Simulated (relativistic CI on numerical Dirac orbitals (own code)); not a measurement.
# d1 to d9 in one octahedral field

Computed with a parametric ligand-field model without spin-orbit coupling, by exact diagonalisation: B = 630, C = 2480, 10Dq = 34600 cm⁻¹ (Oh; |10Dq|/B = 54.9) for every shell. Energies in cm⁻¹; the field energy is (0.6 n_e − 0.4 n_t2) × 10Dq of the ground term; g labels are left out.

| Shell | Ground term | Electrons in e | Field energy | First spin-allowed bands | Lowest term of other spin |
| --- | --- | --- | --- | --- | --- |
| d1 | 2T2 | 0.000 | -13840 | 2E 34600 |  |
| d2 | 3T1 | 0.009 | -27383 | 3T2 33062, 3T1 40973 | 1T2 8952 |
| d3 | 4A2 | 0.000 | -41520 | 4T2 34600, 4T1 41674 | 2E 12442 |
| d4 | 3T1 | 0.013 | -54908 | 3E 32143, 3T1 32745 | 1T2 7665 |
| d5 | 2T2 | 0.025 | -68330 | 2A2 31199, 2T1 31428 | 4T1 22466 |
| d6 | 1A1 | 0.019 | -82393 | 1T1 32749, 1T2 41809 | 3T1 27502 |
| d7 | 2E | 1.012 | -61852 | 2T1 32606, 2T2 33217 | 4T1 22346 |
| d8 | 3A2 | 2.000 | -41520 | 3T2 34600, 3T1 41674 | 1E 9932 |
| d9 | 2E | 3.000 | -20760 | 2T2 34600 |  |

Low spin: d4, d5, d6, d7; the other shells keep the spin of the free ion. Only d4 to d7 can choose; the field needed to pair spins is smallest for d6 and largest for d5, which loses most exchange energy. In the strong-field picture 10Dq must exceed about 6B + 5C = 16180 (d4), 7.5B + 5C = 17125 (d5), 2.5B + 4C = 11495 (d6) and 4B + 4C = 12440 (d7); mixing of terms shifts these bounds somewhat.
